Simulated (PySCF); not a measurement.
F3Sb, SMILES [F][Sb+]([F])[F], charge +1, multiplicity 2.

Coordinates come from a PBE0-D3(BJ)/def2-SVP optimisation. The def2 effective core potentials stand for the cores of Sb; spin–orbit coupling is left out.

All values below come from PySCF 2.14.0 with TDA-PBE/def2-SVPD.

Vertical excitations. Isolated molecule, no solvent.

List the lowest excited states. (An estimate is asked for; the answer gives what the named calculation found.)


| state | energy (eV) | λ (nm) | f | main pairs |
|---|---|---|---|---|
| root 1 | 1.92 | 646 | 0.000 | β HOMO→LUMO 100 % |
| root 2 | 2.11 | 589 | 0.000 | β HOMO−1→LUMO 90 % |
| root 3 | 2.11 | 589 | 0.000 | β HOMO−2→LUMO 90 % |
| root 4 | 2.45 | 505 | 0.008 | β HOMO−3→LUMO 87 % |
| root 5 | 2.45 | 505 | 0.008 | β HOMO−4→LUMO 87 % |
| root 6 | 3.09 | 402 | 0.013 | β HOMO−5→LUMO 98 % |
| root 7 | 4.46 | 278 | 0.030 | β HOMO−7→LUMO 88 % |
| root 8 | 4.46 | 278 | 0.030 | β HOMO−6→LUMO 88 % |
| root 9 | 6.45 | 192 | 0.024 | α HOMO→LUMO 90 %, β HOMO−8→LUMO 9 % |
| root 10 | 7.13 | 174 | 0.057 | α HOMO→LUMO+1 87 % |
Unrestricted roots are not spin-pure.
